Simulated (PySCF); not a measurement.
# input.py for CsI

The script input.py:

```python
from pyscf import gto, scf
from pyscf.hessian import thermo

mol = gto.M(
    atom='Cs 0 0 0; I 0 0 3.269',
    basis='lanl2dz',
    ecp={'Cs': 'lanl2dz', 'I': 'lanl2dz'},
    charge=0,
    spin=0,
    verbose=4,
)
mf = scf.RHF(mol)
mf.kernel()
hess = mf.Hessian().kernel()
print('wavenumber (cm^-1) =', thermo.harmonic_analysis(mol, hess)['freq_wavenumber'].round(1))
mf.dip_moment()
print('orbital energies (hartree):', mf.mo_energy[..., max(0, mol.nelec[1]-3):mol.nelec[0]+3].round(4))
```

```bash
$ OMP_NUM_THREADS=1 python input.py
```

The log (some set-up lines and the per-cycle HOMO/LUMO lines with their warnings removed):

```
PySCF version 2.14.0

[INPUT] verbose = 4
[INPUT] num. atoms = 2
[INPUT] num. electrons = 16
[INPUT] charge = 0
[INPUT] spin (= nelec alpha-beta = 2S) = 0
[INPUT] symmetry False subgroup None
[INPUT] Mole.unit = angstrom
[INPUT] Symbol           X                Y                Z      unit          X                Y                Z       unit  Magmom
[INPUT]  1 Cs     0.000000000000   0.000000000000   0.000000000000 AA    0.000000000000   0.000000000000   0.000000000000 Bohr   0.0
[INPUT]  2 I      0.000000000000   0.000000000000   3.269000000000 AA    0.000000000000   0.000000000000   6.177514701203 Bohr   0.0

nuclear repulsion = 10.1982760134475
number of shells = 9
number of NR pGTOs = 35
number of NR cGTOs = 20
basis = lanl2dz
ecp = {'Cs': 'lanl2dz', 'I': 'lanl2dz'}

******** <class 'pyscf.scf.hf.RHF'> ********
method = RHF
initial guess = minao
damping factor = 0
level_shift factor = 0
DIIS = <class 'pyscf.scf.diis.CDIIS'>
diis_start_cycle = 1
diis_space = 8
diis_damp = 0
SCF conv_tol = 1e-09
SCF conv_tol_grad = None
SCF max_cycles = 50
direct_scf = True
direct_scf_tol = 1e-13
Set gradient conv threshold to 3.16228e-05
Initial guess from minao.
init E= -27.6771155879764
cycle= 1 E= -30.8271077421562  delta_E= -3.15  |g|= 0.341  |ddm|= 3.43
cycle= 2 E= -30.8421747863801  delta_E= -0.0151  |g|= 0.0209  |ddm|= 0.322
cycle= 3 E= -30.8424790704349  delta_E= -0.000304  |g|= 0.00408  |ddm|= 0.0532
cycle= 4 E= -30.8425038996954  delta_E= -2.48e-05  |g|= 0.00123  |ddm|= 0.014
cycle= 5 E= -30.8425079107166  delta_E= -4.01e-06  |g|= 0.000272  |ddm|= 0.00656
cycle= 6 E= -30.8425080955401  delta_E= -1.85e-07  |g|= 4.09e-05  |ddm|= 0.00152
cycle= 7 E= -30.8425080992615  delta_E= -3.72e-09  |g|= 4.17e-06  |ddm|= 0.00025
cycle= 8 E= -30.842508099297  delta_E= -3.56e-11  |g|= 5.29e-07  |ddm|= 2.31e-05
Extra cycle  E= -30.8425080992973  delta_E= -2.7e-13  |g|= 1.4e-07  |ddm|= 1.62e-06
converged SCF energy = -30.8425080992973
wavenumber (cm^-1) = [173.6]
Dipole moment(X, Y, Z, Debye): -0.00000, -0.00000, -14.73783
orbital energies (hartree): [-0.2631 -0.2614 -0.2614 -0.0136  0.0165  0.0165]
```

In short: E(SCF) = -30.842508 Eh, 8 cycles, μz(SCF) = -14.74 D, wavenumbers 174 cm⁻¹.

Hardware: AMD EPYC 9R45 96-Core, 1 thread, shared host. Wall time 1.1 s, peak memory 0.12 GiB.

Stability towards an unrestricted solution was not tested. The bond length is a typed value, not an optimised one, so the wavenumber is not that of the minimum.
